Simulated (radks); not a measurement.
Results of a calculation; reference values are marked as such.
Question: These are the eigenvalues of the occupied orbitals of an atom or ion with whole-number occupations (eV). Level of theory: scalar-relativistic Kohn-Sham, LDA (Slater exchange, VWN5 correlation), spin-polarised, spherical densities, finite nucleus; Fermi nuclear charge, rms radius of each element as measured or else 0.836 A^(1/3) + 0.57 fm (a radial shooting solver on a logarithmic mesh with Libxc functionals).

orbital  eigenvalue
1s down   -86091.65
1s up     -86091.64
2s up     -15798.05
2s down   -15797.99
2p up     -13679.22
2p down   -13679.18
3s up     -4192.985
3s down   -4192.065
3p up     -3582.526
3p down   -3581.592
3d up     -2948.674
3d down   -2947.941
4s up     -1352.935
4s down   -1351.503
4p up     -1150.285
4p down   -1148.916
4d up     -912.7246
4d down   -911.3895
4f up     -649.3187
4f down   -647.9074

Which element is it, and in what charge state? The configuration may be excited. Open shells, if any, are filled with parallel spins first.

Answer: Z = 81, thallium, charge +22: Tl22+ in [Kr] 4d10 4f13. The list shows which subshells hold electrons but not how many an open one holds; the 1s level, -3163.8 hartree, gives Z - s = 79.5 by -(Z - s)^2/2, which with screening and relativity narrows Z to a few neighbours, and the depths of the outer levels then fix element, charge and occupations together.
